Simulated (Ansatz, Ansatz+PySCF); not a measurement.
```yaml
atoms:
  - { symbol: Cl, position_ang: [0.0000, 0.0000, -0.5234] }
  - { symbol: F, position_ang: [0.0000, 0.0000, 0.9886] }
```

Basis set: def2-SVP (spherical functions). Correlated methods keep 6 orbitals frozen. Charge 0, multiplicity 1.

Computed with Ansatz (development build ahead of 0.2.0); each method stands on the lowest determinant of its kind that the runs found. Restricted open shells among the atoms or ions are ROHF, correlated in semicanonical orbitals with singles.

(1) Give the atomization energy at this shape (free ground-state atoms in the same class of orbitals less the molecule, no zero-point energy) of singlet ClF by RHF-CCSD(T), RHF-CCSD, RHF-MP2, RHF, UHF.

Answers

(1)

| method | atomization energy |
| --- | --- |
| RHF-CCSD(T) | 1.58 eV |
| RHF-CCSD | 1.48 eV |
| RHF-MP2 | 1.78 eV |
| RHF | 0.07 eV |
| UHF | -0.13 eV |

Caution: the shape is not the minimum.
